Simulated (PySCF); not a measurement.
# How methods differ on the electron affinity of Sb

Sb⁻ [Kr] 4d10 5s2 5p4 (3P) → Sb [Kr] 4d10 5s2 5p3 (4S), as a difference of total energies. All numbers are calculated (PySCF 2.14, scalar relativity by spin-free X2C-1e, in x2c-TZVPPall with one added diffuse shell each of s, p, d, f type (9s7p5d3f, 76 functions)). Correlated levels: valence and next inner shell: [Ar] 3d10 frozen. The calculations carry no spin-orbit coupling.

```csv
method,electron affinity (eV),difference from reference (eV)
UHF,-0.046,-1.093
MP2 (valence and next inner shell),0.616,-0.431
SCS-MP2 (valence and next inner shell),0.651,-0.396
CCSD (valence and next inner shell),0.706,-0.341
CCSD(T) (valence and next inner shell),0.771,-0.276
```

Reference: 1.047 eV (measured; photodetachment measurements, as compiled on the Wikipedia data page of electron affinities).

The reference lies between the lowest fine-structure levels, while these numbers refer to the centres of the terms.

Errors of the correlated levels include the incompleteness of this basis and the frozen core.

A negative affinity means that the anion lies above the atom at that level of theory.
